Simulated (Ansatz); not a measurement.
`C/C=C(/C)F` and `C/C=C(\C)I` differ in one element.

Ansatz, PBE0-D4/def2-TZVP geometries, multiplicity 1. 

Elements past krypton have def2 core potentials.

| property | `C/C=C(/C)F` |
| --- | --- |
| HOMO energy (PBE0/def2-TZVPP) / eV | -6.86 |
| HOMO energy (PBE/def2-TZVPP) / eV | -5.66 |
| HOMO–LUMO gap (PBE0/def2-TZVPP) / eV | 7.71 |
| HOMO energy (ωB97M-V/def2-TZVPP) / eV | -9.09 |
| HOMO–LUMO gap (ωB97M-V/def2-TZVPP) / eV | 11.91 |
| HOMO–LUMO gap (B3LYP/def2-TZVPP) / eV | 7.25 |

Q: Give the same properties after the change, and the shifts. (An estimate is asked.)

A: The calculation gave: 
| property | `C/C=C(\C)I` | shift |
| --- | --- | --- |
| HOMO energy (PBE0/def2-TZVPP) / eV | -6.66 | 0.20 |
| HOMO energy (PBE/def2-TZVPP) / eV | -5.59 | 0.07 |
| HOMO–LUMO gap (PBE0/def2-TZVPP) / eV | 6.11 | -1.60 |
| HOMO energy (ωB97M-V/def2-TZVPP) / eV | -8.76 | 0.33 |
| HOMO–LUMO gap (ωB97M-V/def2-TZVPP) / eV | 10.17 | -1.74 |
| HOMO–LUMO gap (B3LYP/def2-TZVPP) / eV | 5.65 | -1.60 |

With PBE0 the HOMO rises by 0.20 eV and the LUMO falls by 1.40 eV, so the gap narrows by about 1.60 eV. PBE moves the HOMO by 0.07 eV and ωB97M-V by 0.33 eV.

B3LYP here is the variant with VWN-RPA as its local correlation; programs differ in this.

Spin–orbit coupling is left out; it splits and shifts lone-pair levels of the heavy atoms by tenths of an eV.
